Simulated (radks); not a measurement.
Results of a calculation; reference values are marked as such.
Sm+, configuration [Xe] 4f6 6s1 (the NIST ground configuration). Level of theory: scalar-relativistic Kohn-Sham, PBEsol, spin-polarised, spherical densities, finite nucleus; open shells are filled with parallel spins first (spin-orbit coupling, left out, can overturn this in heavy ions); Fermi nuclear charge, rms radius 5.0819 fm (a radial shooting solver on a logarithmic mesh with Libxc functionals).

Unscreened Slater integrals over Kohn-Sham orbitals (cm^-1). They are taken over the spin-up orbitals.

| integral | value |
|---|---|
| F0(6s,6s) | 51519 |
| F0(6s,4f) | 66539 |
| G3(6s,4f) | 2902.5 |
| F0(6s,5p) | 63742 |
| G1(6s,5p) | 5076.9 |
| F0(6s,5s) | 64788 |
| G0(6s,5s) | 2706.4 |
| F0(4f,4f) | 210560 |
| F2(4f,4f) | 96605 |
| F4(4f,4f) | 59964 |
| F6(4f,4f) | 42962 |
| F0(4f,5p) | 141350 |
| F2(4f,5p) | 51004 |
| G2(4f,5p) | 29556 |
| G4(4f,5p) | 22144 |
| F0(4f,5s) | 159170 |
| G3(4f,5s) | 33303 |
| F0(5p,5p) | 120040 |
| F2(5p,5p) | 64403 |
| F0(5p,5s) | 128960 |
| G1(5p,5s) | 85782 |
| F0(5s,5s) | 140730 |

Derived for the open shells (J is the average intra-shell exchange parameter used in DFT+U). 4f: F4/F2 = 0.621, F6/F2 = 0.445, J = (286 F2 + 195 F4 + 250 F6)/6435 = 7780 cm^-1.
